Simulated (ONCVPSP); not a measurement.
# Pt: one change to an ONCV potential, before and after

- Element: Pt
- Generator: ONCVPSP 4.0.1
- Type: optimised norm-conserving Vanderbilt (ONCV)
- Functional: LDA (Perdew-Wang 92)
- Relativity: scalar-relativistic
- Frozen core: [Kr] 4d10 4f14 5s2
- Valence charge: 16
- Reference configuration: 5p6 5d9 6s0.75 6p0.25
- Partial waves: 6s: rc 2.30 bohr, ncon 3, nbas 7, qcut 2.4 1/bohr, 2 projectors, debl 1.9 Ha; 5p+6p: rc 1.70 bohr, ncon 4, nbas 8, qcut 9.3 1/bohr, 2 projectors; 5d: rc 1.80 bohr, ncon 4, nbas 8, qcut 7 1/bohr, 2 projectors, debl 2.3 Ha
- Local potential: polynomial inside 1.55 bohr (lpopt 5, dvloc0 -1 Ha)
- Core correction: Teter function fitted to the true core (icmod 2), fcfact 0.3

Change: d: qcut 4.6.

Cutoffs: the cutoffs (Ha) at which the residual kinetic energy of the hardest occupied pseudo-wave falls to 1 and 0.1 mHa per electron; they do not see the model core or the augmentation charge, which bear on the density cutoff. Errors are all-electron minus pseudo energies relative to the spin-unpolarised reference configuration.

Problem. What does the change do?

Solution. The potential gets harder (23 Ha and 30 Ha → 63 Ha and 75 Ha); both files keep a bound ghost (s); of the 3 tests that both files solve, the error grows in 0 and shrinks in 2 by more than 15 % and 0.3 meV (median size 4.5 → 0.4 meV).

| quantity | base | changed |
| --- | --- | --- |
| cutoff, loose | 23 Ha | 63 Ha |
| cutoff, tight | 30 Ha | 75 Ha |
| loose cutoff by channel | s 11 Ha, p 23 Ha, d 19 Ha | s 11 Ha, p 23 Ha, d 63 Ha |
| bound ghosts | s | s |
| GHOST(+) flags under 300 eV | none | none |
| tests with a reliable result | 3 of 4 | 3 of 4 |
| error for 5p6 5d9 6s1 6p0, meV [ΔE -1.26 eV] | -0.2 | -0.2 |
| error for 5p6 5d9 6s0 6p0, meV [ΔE 8.28 eV] | -5.1 | -3.3 |
| error for 5p6 5d10 6s0 6p0, meV [ΔE -1.21 eV] | -4.5 | -0.4 |
| s: phases at 2.34 bohr within 0.05 rad from the reference energy up to (Ha; the scan ends near 5) | 3.2 | 3.2 |
| p: phases at 1.72 bohr within 0.05 rad from the reference energy up to (Ha; the scan ends near 5) | to the end of the scan | to the end of the scan |
| d: phases at 1.83 bohr within 0.05 rad from the reference energy up to (Ha; the scan ends near 5) | to the end of the scan | to the end of the scan |
| rms error of d²Exc/dni dnj with the model core, mHa | 0.62 | 0.62 |

 A true bound ghost makes a file unfit for plane-wave use even where its test errors are small: the radial tests pick states by their node count and pass the ghost by.
